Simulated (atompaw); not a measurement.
## PBE PAW (atompaw) dataset for Ce, scalar-relativistic all-electron reference.

```
Element                 : cerium (Ce)
Generator               : atompaw 4.2.0.5
Type                    : PAW
Functional              : PBE
Relativity              : scalar-relativistic
Frozen core             : [Xe]
Valence charge          : 4
Reference configuration : 4f1 5d1.5 6s1.5 6p0
Partial waves           : 6s (bound): rc 3.00 bohr; 6s channel at 2.85 Ry: rc 3.00 bohr; 6p (bound, empty): rc 3.00 bohr; 6p channel at 0.35 Ry: rc 3.00 bohr; 5d (bound): rc 3.00 bohr; 5d channel at 0.2 Ry: rc 3.00 bohr; 4f (bound): rc 0.95 bohr; 4f channel at 3.05 Ry: rc 0.95 bohr
Local potential         : bessel scheme, radius 2.85 bohr
Core correction         : smooth core density matched at 2.85 bohr
Augmentation charge     : sinc compensation charge, radius 2.55 bohr; PAW radius 3.00 bohr; waves and projectors: custom rrkj gramschmidtortho
```

All-electron outer shells of the reference configuration (PBE, scalar-relativistic, ld1.x):

```
shell  level (eV)  outermost node (bohr)  outermost maximum (bohr)
   5s      -39.75                   0.75                      1.37
   5p      -22.45                   0.81                      1.55
   4f       -4.54                      –                      0.71
   6s       -3.46                   1.82                      3.82
   5d       -2.56                   0.92                      2.18
   6p       -1.19                   2.17                      5.03
```

(1) Estimate the cutoffs (Ry, on a coarse ladder) from which the occupation-weighted sum of valence levels, in a spherical-Bessel basis at the reference potential, stays within 10 and 1 mRy of its value at 400 Ry.

(2) What does a ghost test show?

(3) Is the overlap operator S = 1 + Σ q|β⟩⟨β| positive definite (Bessel basis up to 400 Ry)?

(4) Which valence shell sets the plane-wave cutoff?

Answers

(1) 140 Ry and 230 Ry.

(2) Ghost states, extra bound levels that the all-electron valence spectrum of the same l lacks: s at -85.5 eV, p at -40.1 eV. A true bound ghost makes a file unfit for plane-wave use.

(3) Barely: its lowest eigenvalue is 0.003 (p channel).

(4) 4f: its level needs 230 Ry to come within 1 mRy, against 12 Ry for 6s.
